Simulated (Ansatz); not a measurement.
Reaction (ligand exchange at a B–Te bond): `CB[TeH]` + CH₃NH₂ → `CBNC` + H₂Te

Program: Ansatz. Geometries: PBE0-D4/def2-TZVP. ΔE: electronic, gas phase. CCSD(T)/CBS adds triple-zeta CCSD(T) − MP2 to the extrapolated MP2 energy (def2 sets, frozen cores). Functionals use def2-TZVPP. B3LYP here is the variant with VWN-RPA as its local correlation; programs differ in this. Elements past krypton have def2 core potentials. For Te outer-core shells are correlated without core-valence functions, which leaves a few kJ/mol of doubt a bond. Each species was taken in one conformer, which may not be the lowest.

```json
{"species": "`CB[TeH]`", "B3LYP energy (Eh)": "-334.12007"}
{"species": "CH₃NH₂", "B3LYP energy (Eh)": "-95.90427"}
{"species": "`CBNC`", "B3LYP energy (Eh)": "-160.74939"}
{"species": "H₂Te", "B3LYP energy (Eh)": "-269.30622"}
```

(1) Work out ΔE.

Largest T1 diagnostic among the species: 0.013.

Results:

(1) ΔE = (-160.74939) + (-269.30622) − (-334.12007) − (-95.90427) = -0.03127 Eh = -0.85 eV. CCSD(T)/CBS gives -0.73 eV.

At CCSD(T), def2-SVP lies −0.25 eV from the extrapolated value and def2-TZVPP −0.05 eV. Leaving LDA and LC-ωPBE aside and taking each functional with its dispersion term where it has one, the values, not all of them listed here, spread over 0.19 eV, from CAM-B3LYP-D4 to revPBE-D4. LDA lies −0.14 eV from PBE without D4.
